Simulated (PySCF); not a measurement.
SMILES F[Se]F (F2Se) (PBE0/def2-SVP optimised geometry):

```
3

Se    -0.756    -0.864     0.000
F     -0.988     0.864     0.000
F      0.988    -0.864     0.000
```

Method: PBE0/def2-TZVP (PySCF 2.14.0).

Problem. What are the frontier orbital energies and the dipole moment?

Solution. HOMO-2 -12.27 eV, HOMO-1 -11.98 eV, HOMO -7.21 eV, LUMO -2.37 eV, LUMO+1 -1.65 eV; dipole moment 1.99 D.

Meta-Löwdin charges at PBE0/def2-TZVP: Se1 0.86, F2 -0.43, F3 -0.43.
